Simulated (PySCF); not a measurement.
Correlation energy of Cl²⁺ (chlorine, charge +2)

Starting occupation: [Ne] 3s2 3p3, 3p3/2 with m_j = -1/2, +1/2, +3/2. Computed with PySCF 2.14 in x2c-TZVPall-2c (5s6p2d1f, 40 functions), with X2C-1e with screened-nucleus spin-orbit coupling, Gaussian nucleus. Frozen: [Ne]; 5 electrons correlated.

MP2 pair energies summed by pair of shells (mhartree):

```
 pair  energy  share (%)
3p-3s  -61.77       66.4
3p-3p  -21.83       23.5
3s-3s   -9.41       10.1
```

Total MP2 correlation energy: -93.02 mhartree.

The GHF reference relaxed away from the jj start to a determinant that is no pure jj level (⟨S²⟩ = 3.75, ⟨J²⟩ = 3.75); the energies belong to that determinant.
